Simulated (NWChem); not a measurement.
# MoH4Cl2; SMILES [MoH4]([Cl])[Cl]

```xyz
7

Mo     0.2747    -0.0274     0.0000
Cl    -0.5033    -0.0003    -2.1369
Cl    -0.5033    -0.0003     2.1369
H      1.6360     0.3755    -0.7958
H      1.5141    -1.1121     0.0000
H      0.7876     1.5241     0.0000
H      1.6360     0.3755     0.7958
```
Atoms are numbered in this order, from 1.

Results from NWChem. Medium grid unless said otherwise, to which SCAN and Minnesota functionals are sensitive. Geometry: optimised at PBE0/def2-SVP. def2 effective core potentials on Mo; no spin-orbit coupling.

For level r2SCAN/def2-SVP:

| Property | Value |
|---|---|
| highest occupied level (eV) | -7.04 |
| orbital gap (eV) | 2.19 |
| dipole (D) | 0.68 |

**Question.** What are these values for level M06/def2-SVP?

**Answer.** 
* **highest occupied level (eV)**: -7.91
* **orbital gap (eV)**: 3.97
* **dipole (D)**: 0.48
